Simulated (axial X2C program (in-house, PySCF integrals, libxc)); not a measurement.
# CsB along the bond: PBE0, two-component

All values were computed with an in-house relativistic program for diatomic molecules. Two-component (2c) means X2C with spin–orbit coupling and atomic mean-field two-electron Coulomb and Gaunt terms. Basis: Cs dyall-cv3z [15s15p9d4f1g], B dyall-v3z [7s6p2d1f] (cores contracted in-house); Gaussian nuclei, density fitting, unrestricted open shells. Masses: Cs 132.905 u, B 11.009 u.

State: Ω = 2 (⟨Sz⟩ = 1.00, ⟨Lz⟩ = 1.00 at PBE0). Dipoles are positive if B is the positive end.

| R (Å) | μ (D) | HOMO (eV) | LUMO (eV) |
| --- | --- | --- | --- |
| 2.667 | -7.158 | -3.13 | -1.39 |
| 2.789 | -7.654 | -3.15 | -1.28 |
| 2.881 | -7.993 | -3.16 | -1.21 |
| 2.973 | -8.303 | -3.11 | -1.17 |
| 3.065 | -8.585 | -3.05 | -1.21 |
| 3.172 | -8.875 | -3.00 | -1.25 |
| 3.280 | -9.122 | -2.96 | -1.30 |
| 3.417 | -9.372 | -2.93 | -1.35 |
| 3.586 | -9.573 | -2.93 | -1.41 |
| 3.831 | -9.657 | -2.97 | -1.49 |

(1) The minimum lies at 3.062 Å. What is the dipole moment there, and its slope?

Density functionals use the spin component along the axis (collinear). The functionals have no current-density term, which raises determinants with orbital currents, atoms included. The state is one determinant with fixed occupations, lowest in a PBE0 search at one distance only: followed along the bond, the 2c determinant Ω = 1 reaches 0.07 eV lower at PBE0, so the state shown is not the lowest. With several unpaired electrons one determinant need not be a pure state. A state of lower Ω lies just above, and one determinant can place such states too high, so the state shown need not be the lowest. The search has Ω = 1 only 0.07 eV up. Open-shell Ω = 0 determinants with evenly filled partner blocks cannot be reached by this program, so the Ω shown need not be the lowest component.

Results:

(1) At PBE0, 2c, with the sign and origin stated: μ = -8.58 D, dμ/dR = -2.91 D/Å.
